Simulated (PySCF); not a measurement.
AsH5Sn, SMILES [SnH3][AsH2].

Geometry: PBE-D3(BJ)/def2-TZVP. The def2 effective core potentials stand for the cores of Sn; spin–orbit coupling is left out.

These are B3LYP/def2-TZVPD in PySCF values and carry that method's errors.

Symmetry labels are those of the subgroup Cs that the program uses (full group Cs).

Computed valence orbital energies around the gap with their symmetry:
```csv
orbital,symmetry,energy (eV)
HOMO−7,A',-27.77
HOMO−6,A',-17.20
HOMO−5,A',-13.79
HOMO−4,A",-10.20
HOMO−3,A',-9.23
HOMO−2,A",-8.87
HOMO−1,A',-8.40
HOMO,A',-7.25
LUMO,A',-1.04
LUMO+1,A',-0.52
LUMO+2,A",-0.12
LUMO+3,A',0.32
```
